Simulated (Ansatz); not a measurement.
Program: Ansatz. Geometries: PBE0-D4/def2-TZVP. ΔE: electronic, gas phase. CCSD(T)/CBS is the MP2 limit (def2-TZVPP, def2-QZVPP) plus CCSD(T) − MP2 in def2-TZVPP, frozen cores. This one scheme is used for every species. Functionals use def2-TZVPP. HSE06 is defined as in plane-wave codes. def2 core potentials past Kr. For Br, In outer-core shells are correlated without core-valence functions, which leaves a few kJ/mol of doubt a bond. Scalar relativity is left out up to krypton. Each species was taken in one conformer, which may not be the lowest.

Reaction (ligand exchange at the In–O bond): `C[O][In]([SH])[SH]` + HBr → `[SH][In]([SH])[Br]` + CH₃OH

`C[O][In]([SH])[SH]`:

Cartesian coordinates in Å:
```
C -0.977 1.352 -0.131
O -0.909 -0.021 -0.408
In 0.685 -1.102 0.056
S 0.546 -3.388 -0.515
S 2.512 -0.020 1.112
H -0.894 1.576 0.942
H -1.951 1.725 -0.467
H -0.206 1.932 -0.657
H -0.687 -3.221 -1.026
H 1.881 1.167 1.095
```

HBr:

Z-matrix (Å, degrees):
```
Br
H 1 1.420
```

`[SH][In]([SH])[Br]`:

Z-matrix (Å, degrees):
```
In
S 1 2.368
Br 1 2.459 2 118.2
S 1 2.364 2 124.3 3 180.0
H 2 1.344 1 92.4 3 -0.0
H 4 1.345 1 93.0 2 -0.0
```

CH₃OH:

Cartesian coordinates in Å:
```
C 0.208 0.063 0.282
O -0.425 -0.703 -0.716
H 0.806 -0.624 0.881
H -0.509 0.559 0.947
H 0.880 0.823 -0.137
H -0.960 -0.118 -1.256
```

(1) Is it downhill or uphill in electronic energy at CCSD(T)/CBS, and by how much? (Estimate.)

(2) What do these levels give: LDA (SPW92), BLYP-D4, r2SCAN0-D4, HSE06-D4, PBE, r2SCAN, PBE0, r2SCANh, RPA@PBE/def2-TZVPP, HF/def2-TZVPP, HF/def2-QZVPP, CCSD/CBS(def2)? (Estimate.)

Largest T1 diagnostic among the species: 0.015.

## Answers

(1) Ansatz gave: Downhill: ΔE = -111.3 kJ/mol.

(2) Ansatz gave: LDA (SPW92) -105.3, BLYP-D4 -102.6, r2SCAN0-D4 -121.7, HSE06-D4 -120.5, PBE -110.1, r2SCAN -112.8, PBE0 -121.3, r2SCANh -116.9, RPA@PBE/def2-TZVPP -101.9, HF/def2-TZVPP -137.5, HF/def2-QZVPP -136.0, CCSD/CBS(def2) -115.4 kJ/mol.

Leaving LDA and LC-ωPBE aside and taking each functional with its dispersion term where it has one, the values, not all of them listed here, spread over 22.0 kJ/mol, from BHLYP-D4 to BLYP-D4. LDA lies +4.8 kJ/mol from PBE without D4. From PBE to PBE0 (25 % exact exchange), in def2-TZVPP and without D4, ΔE moves by −11.2 kJ/mol. In def2-TZVPP, CCSD(T) changes the Hartree–Fock value by +28.7 kJ/mol (the triples alone add +4.1 kJ/mol) and MP2 by +25.3 kJ/mol.
